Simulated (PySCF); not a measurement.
A PySCF script (with the pyscf-properties extension) for the NMR shieldings of SMILES C#C[Si@@]1([SiH3])CCCC1=C, C7H12Si2, on a GFN2-xTB geometry:

```python
import basis_set_exchange as bse
import numpy as np
from pyscf import gto, dft
from pyscf.prop import nmr

atoms = """
C     1.182712    2.992952    1.185918
C     1.001068    1.871141    0.790648
Si    0.747192    0.145092    0.144634
Si    2.568786   -0.649901   -1.039185
C     0.077720   -0.934583    1.580340
C    -1.439070   -0.767720    1.502444
C    -1.857428   -0.795871    0.032765
C    -0.936415    0.111162   -0.734782
C    -1.287113    0.763749   -1.830929
H     1.333869    3.973396    1.538370
H     3.186150   -1.819694   -0.405901
H     2.211942   -1.043987   -2.405022
H     3.605410    0.377595   -1.141559
H     0.340518   -1.982998    1.425965
H     0.448282   -0.655449    2.564938
H    -1.958623   -1.543674    2.069732
H    -1.714079    0.200414    1.927501
H    -1.744127   -1.814692   -0.353279
H    -2.902968   -0.507115   -0.090428
H    -2.279748    0.696415   -2.253205
H    -0.592999    1.400713   -2.354733
"""
names = dict.fromkeys(["C", "Si", "H"], "pcSseg-1")
basis = {el: gto.basis.parse(bse.get_basis(n, elements=[el], fmt="nwchem")) for el, n in names.items()}
mol = gto.M(atom=atoms, basis=basis, charge=0, verbose=0)
mf = dft.RKS(mol, xc="PBE0")
mf.grids.level = 2
mf.grids.alignment = dft.numint.BLKSIZE   # the property module wants whole blocks of grid points
mf.conv_tol = 1e-9
mf.kernel()

calc = nmr.RKS(mf)   # GIAO
C = mf.mo_coeff
Co = C[:, mf.mo_occ > 0]
resp = mf.gen_response(singlet=True, hermi=2)
def vind(x):   # induced exchange potential for any number of trial vectors
    d = np.einsum("pi,xij,qj->xpq", C, 2 * x.reshape(-1, C.shape[1], Co.shape[1]), Co, optimize=True)
    return np.einsum("xpq,pi,qj->xij", resp(d - d.transpose(0, 2, 1)), C, Co, optimize=True).ravel()
mo1, _ = nmr.rhf.solve_mo1(calc, with_cphf=vind)
sigma = calc.kernel(mo1)
for i, s in enumerate(sigma):   # ppm
    w = np.linalg.eigvalsh((s + s.T) / 2)
    print("%2d %-2s iso %8.1f  s11 %8.1f  s22 %8.1f  s33 %8.1f" % (i, mol.atom_pure_symbol(i), w.mean(), *w))
```

Q: Give the expected output.

A: 
```
 0 C  iso     82.4  s11      0.5  s22      5.3  s33    241.3
 1 C  iso     95.6  s11     -4.3  s22     -0.4  s33    291.5
 2 Si iso    391.7  s11    352.8  s22    387.9  s33    434.4
 3 Si iso    459.1  s11    444.4  s22    450.8  s33    481.9
 4 C  iso    164.8  s11    149.9  s22    165.1  s33    179.3
 5 C  iso    156.0  s11    134.3  s22    165.3  s33    168.5
 6 C  iso    142.3  s11    118.8  s22    148.7  s33    159.5
 7 C  iso     24.9  s11    -81.4  s22     11.1  s33    145.1
 8 C  iso     53.3  s11    -64.3  s22     66.8  s33    157.4
 9 H  iso     29.7  s11     24.5  s22     24.7  s33     39.8
10 H  iso     28.2  s11     24.4  s22     26.5  s33     33.7
11 H  iso     28.2  s11     24.4  s22     26.6  s33     33.5
12 H  iso     28.1  s11     24.4  s22     26.2  s33     33.5
13 H  iso     30.8  s11     25.6  s22     29.5  s33     37.3
14 H  iso     30.2  s11     26.1  s22     27.9  s33     36.7
15 H  iso     29.6  s11     24.0  s22     27.5  s33     37.3
16 H  iso     29.9  s11     25.9  s22     28.1  s33     35.7
17 H  iso     29.5  s11     25.6  s22     27.7  s33     35.0
18 H  iso     29.1  s11     24.9  s22     27.8  s33     34.7
19 H  iso     25.3  s11     22.1  s22     24.3  s33     29.6
20 H  iso     25.8  s11     22.1  s22     24.2  s33     31.1
```

These numbers come from an equivalent density-fitted implementation of the same equations, which agrees with the script to about 0.01 ppm for H and up to a few tenths of a ppm for heavy atoms, so last digits may differ.

Q: Turn these shieldings into chemical shifts. References, each an isolated molecule treated in the same way: ¹³C (186.93 ppm) and ²⁹Si (349.16 ppm) and ¹H (31.72 ppm) vs TMS.

A: Averaging equivalent atoms: C 7: 162.0; C 8: 133.6; C 0: 104.6; C 1: 91.3; C 6: 44.6; C 5: 30.9; C 4: 22.2; Si 2: -42.6; Si 3: -109.9; H 19: 6.37; H 20: 5.91; H 10/11/12: 3.57; H 18: 2.58; H 17: 2.27; H 15: 2.11; H 9: 2.03; H 16: 1.80; H 14: 1.48; H 13: 0.90 ppm. 

Size and cost of the density-fitted run: 227 basis functions, 47 s wall time on 1 thread of an Arm Neoverse V2, shared host; peak memory 1.1 GiB.
